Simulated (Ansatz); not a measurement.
Reaction (homolysis of the F–Si bond): `F[Si@H](Cl)[Si@@H](F)Cl` → F• + `F[SiH](Cl)[SiH]Cl`•

Calculated with Ansatz (gas phase, PBE0-D4/def2-TZVP geometries, no zero-point term in ΔE). CCSD(T)/CBS is the MP2 limit (def2-TZVPP, def2-QZVPP) plus CCSD(T) − MP2 in def2-TZVPP, frozen cores. This one scheme is used for every species, atoms too. Functionals use def2-TZVPP. B3LYP here is the variant with VWN-RPA as its local correlation; programs differ in this. Open shells (•) are unrestricted, without spin–orbit coupling. Spin–orbit coupling would lower the free atoms: a little for F. Each species was taken in one conformer, which may not be the lowest.

Question: What is ΔE at CCSD(T)/CBS? (An estimate is asked.)

Answer: Computed: +637.1 kJ/mol.

Question: What do these levels give: r2SCAN-D4, B3LYP-D4, PBE, PBE0, B3LYP, HF/def2-TZVPP? (Estimate.)

Answer: Computed: r2SCAN-D4 611.9, B3LYP-D4 612.4, PBE 617.3, PBE0 601.5, B3LYP 608.8, HF/def2-TZVPP 472.1 kJ/mol.

Largest T1 diagnostic among the species: 0.013.

In def2-TZVPP, CCSD(T) changes the Hartree–Fock value by +144.5 kJ/mol (the triples alone add +8.7 kJ/mol) and MP2 by +178.9 kJ/mol; breaking electron pairs costs correlation energy, which Hartree–Fock lacks. The D4 term adds +3.6 kJ/mol with B3LYP and +2.1 kJ/mol with PBE0; it sums over pairs of atoms, weighted by their polarisabilities, and B3LYP, whose exchange is more repulsive, gets the larger term. From PBE to PBE0 (25 % exact exchange), in def2-TZVPP and without D4, ΔE moves by −15.8 kJ/mol: exact exchange takes away binding that semilocal exchange gives to molecules.
